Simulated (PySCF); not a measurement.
A structure optimised at PBE0-D3(BJ)/def2-SVP, used in a PySCF frequency run:

```
Ga
O 1 1.7671
H 2 0.9640 1 112.54
O 1 1.7731 2 118.97 3 0.00
H 4 0.9632 1 114.13 2 180.00
Br 1 2.2684 2 119.14 3 180.00
```
Charge 0, spin multiplicity 1.

Task: Write its SMILES, formula and point group.

Result: [OH][Ga]([OH])[Br], BrGaH₂O₂, Cs

Task: What are its rotational constants (standard atomic weights)?

Result: 6.1789, 1.5913, 1.2654 GHz
